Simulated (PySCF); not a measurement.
Delta-SCF ions had no search for a lower state. Excitations are Tamm–Dancoff values on a coarser integration grid. The basis has no diffuse functions, so Rydberg states are missing or too high.

Cartesian coordinates (Å):
```xyz
19

B     -3.7152     0.5468    -0.0710
C     -2.2231     0.2319     0.1503
C     -1.7845    -0.5125     1.2838
C     -0.4547    -0.8024     1.4963
C      0.5078    -0.3513     0.5661
C      1.9194    -0.5244     0.5703
C      2.5596     0.0556    -0.5079
B      4.0603     0.0538    -0.8029
S      1.4178     0.8400    -1.5687
C      0.0812     0.3919    -0.5686
C     -1.2705     0.6798    -0.7734
H     -4.5461     0.1643     0.7204
H     -4.0620     1.1804    -1.0414
H     -2.5343    -0.8586     1.9993
H     -0.1350    -1.3740     2.3708
H      2.4640    -1.0643     1.3472
H      4.8009    -0.5068    -0.0302
H      4.5045     0.5984    -1.7847
H     -1.5900     1.2514    -1.6482
```
Charge 0, multiplicity 1.

Problem. Predict the vertical electron affinity (Delta-SCF), total energy, brightest of the four lowest singlets (TDA), HOMO and T1 excitation (TDA) from PBE0-D4/def2-TZVP // PBE0-D4/def2-SVP in PySCF.

Solution. 
The vertical electron affinity (Delta-SCF) comes out as 1.58 eV. The total energy is -20602.01 eV, the brightest of the four lowest singlets (TDA) comes out as 4.20 eV and the HOMO is -6.82 eV. The T1 excitation (TDA) is 2.33 eV.
